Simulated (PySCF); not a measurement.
# Core-level binding energies of `N#CSc1ccoc1`

Compound: C5H3NOS.
Atom-mapped SMILES: `[N:1]#[C:2][S:3][c:4]1[cH:5][cH:6][o:7][cH:8]1`

Method: PySCF, delta-SCF UKS SCAN, pcX-2 on the ionised atom, pcseg-1 elsewhere, spin-free X2C. These are vertical core ionisation energies against the vacuum level, from separate self-consistent calculations with and without the core hole.

Question: Give the core binding energies atom by atom.

Answer: 
| atom(s) | environment | level | binding energy (eV) | above the level's lowest (eV) | count |
| --- | --- | --- | --- | --- | --- |
| S3 | sulfur bonded to 2 C | S 1s | 2479.35 | 0.00 | 1 |
| O7 | furan-type oxygen | O 1s | 540.52 | 0.00 | 1 |
| N1 | cyano nitrogen | N 1s | 405.11 | 0.00 | 1 |
| C2 | cyano carbon | C 1s | 292.63 | +1.49 | 1 |
| C6 | aromatic CH next to a ring oxygen | C 1s | 292.24 | +1.10 | 1 |
| C8 | aromatic CH next to a ring oxygen | C 1s | 292.01 | +0.87 | 1 |
| C4 | substituted aromatic carbon | C 1s | 291.78 | +0.64 | 1 |
| C5 | aromatic CH carbon | C 1s | 291.14 | 0.00 | 1 |

The listed C 1s values span 1.49 eV, from C5 (bonded to 2 C (aromatic in the SMILES) and H) to C2 (bonded to N (triple bond) and S). The widest gap between neighbouring values is 0.64 eV, between 291.14 and 291.78 eV.

Question: Which photon energy gives electrons from C 1s of C2 a kinetic energy of 150 eV, and what is their de Broglie wavelength?

Answer: hν = 292.63 + 150 = 442.63 eV, recoil neglected; λ = 12.264 Å/√(E/eV) = 1.00 Å.

Question: Which effective nuclear charge Zeff reproduces each element's mean 1s value in the hydrogen-like formula E = 13.606 eV × Zeff²?

Answer: C (Z = 6): mean 292.0 eV, Zeff = 4.63, Z − Zeff = 1.37; N (Z = 7): mean 405.1 eV, Zeff = 5.46, Z − Zeff = 1.54; O (Z = 8): mean 540.5 eV, Zeff = 6.30, Z − Zeff = 1.70; S (Z = 16): mean 2479.4 eV, Zeff = 13.50, Z − Zeff = 2.50. Means run over the listed sites, weighted by atom count.

Not every level is listed. Geometry: PBE0-D3(BJ)/def2-SVP, one conformer, isolated molecule.

The values belong to the conformer `[N:1]#[C:2][S:3][c:4]1[cH:5][cH:6][o:7][cH:8]1`: C2–S3–C4–C5 -175°.
